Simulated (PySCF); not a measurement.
In(H)(OH)(OEt) (C2H7InO2), SMILES CC[O][InH][OH].

The structure is a stationary point at r2SCAN-D4/def2-SVP. The structure was generated by enumeration; whether it is a known compound was not checked. The def2 effective core potentials stand for the cores of In; spin–orbit coupling is left out. Other conformers were not sampled.

Level of theory: TDDFT-M06-2X/def2-SVPD run with PySCF.

Vertical excitations. The molecule is in vacuum.

Give excitation energies, oscillator strengths and character. (Estimate from the structure and the level; the computed values follow.)


| state | energy (eV) | λ (nm) | f | main pairs |
|---|---|---|---|---|
| S1 | 5.40 | 230 | 0.004 | HOMO→LUMO+1 60 %, HOMO→LUMO 11 %, HOMO→LUMO+2 11 % |
| S2 | 5.47 | 227 | 0.009 | HOMO→LUMO 65 %, HOMO−1→LUMO+1 15 % |
| S3 | 5.55 | 224 | 0.001 | HOMO−1→LUMO 83 % |
| S4 | 6.15 | 202 | 0.112 | HOMO−1→LUMO+1 56 %, HOMO→LUMO 16 %, HOMO−3→LUMO+1 9 % |
| S5 | 6.31 | 197 | 0.050 | HOMO−3→LUMO+1 60 %, HOMO−2→LUMO+1 15 % |
| S6 | 6.39 | 194 | 0.011 | HOMO−2→LUMO 86 % |
| S7 | 6.58 | 189 | 0.034 | HOMO−3→LUMO 55 %, HOMO−2→LUMO+1 22 % |
| S8 | 7.12 | 174 | 0.002 | HOMO→LUMO+2 42 %, HOMO→LUMO+3 31 %, HOMO→LUMO+1 16 % |
| S9 | 7.33 | 169 | 0.009 | HOMO−1→LUMO+2 42 %, HOMO−1→LUMO+3 32 %, HOMO−1→LUMO+1 14 % |
| S10 | 7.40 | 168 | 0.286 | HOMO−2→LUMO+1 49 %, HOMO−3→LUMO 28 %, HOMO−3→LUMO+1 8 % |
| T1 | 5.03 | 246 | 0 | HOMO→LUMO 80 % |
| T2 | 5.11 | 243 | 0 | HOMO→LUMO+1 61 %, HOMO→LUMO+2 15 % |
| T3 | 5.37 | 231 | 0 | HOMO−1→LUMO+1 41 %, HOMO−1→LUMO 21 %, HOMO→LUMO 13 %, HOMO−1→LUMO+2 8 % |
| T4 | 5.43 | 229 | 0 | HOMO−1→LUMO 64 %, HOMO−1→LUMO+1 21 % |
Triplets are in the Tamm–Dancoff approximation, which puts them higher than full response would, so one can lie above its singlet here.
